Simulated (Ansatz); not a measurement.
A structure relaxed at PBE-D4/def2-SVP in Ansatz, charge 0, singlet:

Cartesian coordinates in Å:
```
P -1.894 -1.627 0.300
P 0.215 -0.706 -2.499
P 1.762 -1.985 0.772
P 0.154 -1.017 -0.322
P 0.602 1.633 2.996
P 3.418 1.415 -0.757
P -0.942 3.118 -1.291
In -0.117 -4.228 0.901
In -1.488 -3.081 -2.573
In -1.079 -0.164 2.299
In 3.016 -1.258 -1.721
In 2.166 0.592 1.272
In -2.093 0.757 -1.135
In -0.737 3.072 1.274
In 1.115 1.713 -1.650
F -0.072 -4.244 -1.335
F -2.334 1.437 1.285
F -1.691 4.572 2.184
```

Problem. Give its formula.

Solution. In₈P₇F₃.

Problem. Summarise the bond lengths by kind (pairs closer than 1.2 times the sum of covalent radii, bridged metal pairs left out).

Solution. 18 × In–P 2.49 to 2.98 Å; 5 × F–In 2.00 to 2.29 Å; 3 × P–P 2.17 to 2.23 Å.

In the def2 sets In takes a core potential; there is no spin–orbit coupling. The restricted singlet is unstable towards broken spin symmetry in Hartree–Fock (as tested in another run); at PBE-D4/def2-SVP this wasn't settled.
